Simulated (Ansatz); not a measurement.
Bond stretch in H5BO, SMILES [OH2+][BH3-]. The B1–O5 bond (B1 also carries H, H, H; O5 carries H, H) is stretched with both fragments frozen at the PBE0/def2-TZVP optimised geometry.

- RKS-PBE = restricted PBE/cc-pVTZ run with Ansatz (an electronic-structure program)
- UKS-PBE = Ansatz with unrestricted PBE/cc-pVTZ
- RKS-PBE0 = Ansatz with restricted PBE0/cc-pVTZ
- UCCSD(T) = CCSD(T) on UHF/cc-pVTZ, frozen core in Ansatz

Energies relative to the lowest point of each curve near equilibrium, in kcal/mol; the last columns give the difference from UCCSD(T):

```tsv
R / Å	RKS-PBE	UKS-PBE	RKS-PBE0	UCCSD(T)	RKS-PBE − UCCSD(T)	UKS-PBE − UCCSD(T)	RKS-PBE0 − UCCSD(T)
1.36	23.9	23.9	22.4	24.2	-0.4	-0.4	-1.9
1.42	14.1	14.1	12.9	14.3	-0.1	-0.1	-1.3
1.52	4.7	4.7	4.0	4.7	0.0	0.0	-0.7
1.59	1.6	1.6	1.1	1.5	0.1	0.1	-0.4
1.63	0.6	0.6	0.4	0.6	0.0	0.0	-0.2
1.69	0.0	0.0	0.0	0.0	0.0	0.0	0.0
1.74	0.1	0.1	0.3	0.1	0.0	0.0	0.1
1.77	0.3	0.3	0.6	0.4	-0.1	-0.1	0.2
1.84	1.3	1.3	1.8	1.4	-0.1	-0.1	0.4
1.97	4.0	4.0	4.7	4.1	-0.1	-0.1	0.6
2.11	7.4	7.4	8.3	7.4	0.0	0.0	0.9
2.26	11.0	11.0	11.9	10.7	0.3	0.3	1.2
2.51	16.1	16.1	16.8	15.2	0.8	0.8	1.6
2.75	19.7	19.7	20.2	18.3	1.4	1.4	1.9
3.07	23.0	23.0	23.2	21.1	1.9	1.9	2.1
3.39	25.1	25.1	25.0	22.8	2.2	2.2	2.1
3.79	26.7	26.7	26.4	24.2	2.5	2.5	2.2
4.10	27.5	27.5	27.0	24.9	2.6	2.6	2.2
4.51	28.2	28.2	27.7	25.5	2.8	2.8	2.2
5.04	28.8	28.8	28.1	25.9	2.9	2.9	2.2
5.82	29.1	29.1	28.4	26.2	2.9	2.9	2.2
```

RKS-PBE is furthest from UCCSD(T) at 5.82 (2.9 kcal/mol, above); its mean absolute difference over the points is 1.0 kcal/mol.

UKS-PBE is furthest from UCCSD(T) at 5.82 (2.9 kcal/mol, above); its mean absolute difference over the points is 1.0 kcal/mol.

RKS-PBE0 is furthest from UCCSD(T) at 5.82 (2.2 kcal/mol, above); its mean absolute difference over the points is 1.3 kcal/mol.
